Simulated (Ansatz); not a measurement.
Consider the formal exchange of groups at the Si–C bond: `C[SiH2]C[S][AlH2]` + `NC1CC1` → `C[SiH2]C1CC1` + `NC[S][AlH2]`.

Isolated molecules relaxed with PBE0-D4/def2-TZVP in Ansatz; ΔE leaves out vibrations. CCSD(T)/CBS adds triple-zeta CCSD(T) − MP2 to the extrapolated MP2 energy (def2 sets, frozen cores). DFT in def2-TZVPP. Each species was taken in one conformer, which may not be the lowest.

```json
{"level": "ωB97M-V", "ΔE (kJ/mol)": "-18.1"}
{"level": "r2SCAN", "ΔE (kJ/mol)": "-21.5"}
{"level": "MP2/def2-TZVPP", "ΔE (kJ/mol)": "-19.0"}
{"level": "SCS-MP2/def2-QZVPP", "ΔE (kJ/mol)": "-23.2"}
```

**Question.** What does CCSD(T)/CBS give? (Estimate.)

**Answer.** The calculation gave: -22.0 kJ/mol. The listed levels differ from it by 3.9, 0.5, 3.0, -1.2 kJ/mol.

Largest T1 diagnostic among the species: 0.011.

The D4 term adds +3.9 kJ/mol with B3LYP and +2.0 kJ/mol with PBE0; it sums over pairs of atoms, weighted by their polarisabilities, and B3LYP, whose exchange is more repulsive, gets the larger term. In def2-TZVPP, CCSD(T) changes the Hartree–Fock value by +11.5 kJ/mol (the triples alone add +1.1 kJ/mol) and MP2 by +14.0 kJ/mol.

B3LYP here is the variant with VWN-RPA as its local correlation; programs differ in this.
